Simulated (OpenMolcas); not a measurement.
**BSiH3ClO (SMILES [SiH3]O[B]Cl): the energy, rung by rung**

The species is BSiH3ClO (7 atoms), meant as a doublet with charge 0. SMILES: `[SiH3]O[B]Cl`. The shape is that of a PBE0-D4/def2-TZVP optimisation. This is one conformer, not always the lowest.

```xyz
7

Si   -0.5730    0.7754    0.3748
O     0.0449   -0.6484   -0.2336
B     1.2562   -1.0421   -0.5966
Cl    1.6050   -2.6368   -1.2191
H    -1.2013    0.4568    1.6761
H     0.5156    1.7666    0.5412
H    -1.5863    1.2604   -0.5884
```

Quantity: the energy change with the B3–Cl4 bond stretched from 1.747 to 2.271 Å, in eV. The values are calculated.

| level | kind | program | value (eV) | CPU time (all runs) |
| --- | --- | --- | --- | --- |
| UHF/cc-pVDZ | Hartree–Fock | OpenMolcas | 1.20 | 8.2 s |
| USVWN5/cc-pVDZ | LDA | OpenMolcas | 1.23 | 41 s |
| U-revPBE/cc-pVDZ | GGA | OpenMolcas | 1.00 | 66 s |
| UPBE/cc-pVDZ | GGA | OpenMolcas | 1.07 | 67 s |
| U-r2SCAN/cc-pVDZ | meta-GGA | OpenMolcas | 1.14 | 92 s |
| UTPSS/cc-pVDZ | meta-GGA | OpenMolcas | 1.03 | 99 s |
| UB3LYP/cc-pVDZ | global hybrid | OpenMolcas | 1.05 | 65 s |
| UPBE0/cc-pVDZ | global hybrid | OpenMolcas | 1.21 | 65 s |

The first shape isn't each level's own minimum. The values span 1.00 to 1.23 eV. Times are those of the runs behind each value, whatever else they computed, on shared processors of several kinds: orders of magnitude only.
